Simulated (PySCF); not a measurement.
Vertical excitations of a molecule C₂H₆N₂OSi from TDDFT-M06-2X/def2-SVPD run with PySCF, as energy in eV (oscillator strength): 6.88 (0.017), 6.96 (0.040), 7.37 (0.002), 7.44 (0.013), 7.56 (0.005), 7.71 (0.011), 8.17 (0.014), 8.40 (0.004), 8.49 (0.131), 8.59 (0.100). Lowest triplet (TDA): 6.52 eV. Geometry optimised at B3LYP-D3(BJ)/def2-SVP. Other conformers were not sampled.

### Question
Pick the molecule that these values belong to.
(A) N[SiH2]C1=NCO1
(B) CN[SiH2]N=C=O
(C) C[Si@@H](N)N=C=O
(D) N[Si]1(N)C=CO1

### Answer
C, C[Si@@H](N)N=C=O
